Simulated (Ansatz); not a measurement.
Relaxation of CH7ClSn (10 atoms, charge 0, multiplicity 1), to a largest force component of 0.03 eV/Å in at most 50 steps.

The calculation used Ansatz, RKS PBE-D4/def2-SVP.

```xyz
10
Properties=species:S:1:pos:R:3
Sn -0.141 -0.123 0.111
C -0.123 -0.063 2.270
H -0.948 -0.697 2.657
H 0.831 -0.466 2.673
H -0.292 0.966 2.652
H 1.465 -0.174 -0.518
H -1.002 1.232 -0.517
H -0.960 -1.576 -0.363
Cl 1.883 2.615 1.319
H 1.482 1.594 2.085
```

Problem. Where does it end, and by what steps?

Solution. It converged. After 25 steps the energy has fallen by 0.125 eV; H10 moved furthest, 1.31 Å.

```
step  energy less start (eV)  largest force component (eV/Å)  accepted
   0                  0.0000                           0.821       yes
   1                 -0.0360                           0.509       yes
   2                 -0.0291                           0.305        no
   3                 -0.0467                           0.220       yes
   4                 -0.0494                           0.172       yes
   5                 -0.0525                           0.184       yes
   6                 -0.0563                           0.112       yes
   7                 -0.0620                           0.103       yes
   8                 -0.0266                           1.148        no
   9                 -0.0680                           0.052       yes
  10                 -0.0732                           0.057       yes
  11                 -0.0673                           0.633        no
  12                 -0.0754                           0.062       yes
  13                 -0.0778                           0.142       yes
  14                 -0.0785                           0.349       yes
  15                 -0.0855                           0.166       yes
  16                 -0.0930                           0.048       yes
  17                 -0.0827                           0.856        no
  18                 -0.0967                           0.073       yes
  19                 -0.1019                           0.076       yes
  20                 -0.1055                           0.404       yes
  21                 -0.1082                           0.563       yes
  22                 -0.1148                           0.254       yes
  23                 -0.1245                           0.043       yes
  24                 -0.1217                           0.089        no
  25                 -0.1254                           0.013       yes
```

```xyz
10
Properties=species:S:1:pos:R:3
Sn -0.124 -0.134 0.239
C -0.356 -0.213 2.388
H -1.427 -0.288 2.653
H 0.183 -1.091 2.792
H 0.071 0.713 2.817
H 1.527 0.315 -0.119
H -1.147 1.060 -0.475
H -0.405 -1.672 -0.501
Cl 1.912 2.827 1.686
H 1.961 1.792 0.887
```

Whether the end is a true minimum wasn't checked by a vibrational analysis.

The run took 42 s on 2 threads of Arm Neoverse V1 (shared host), peak memory 0.13 GiB.
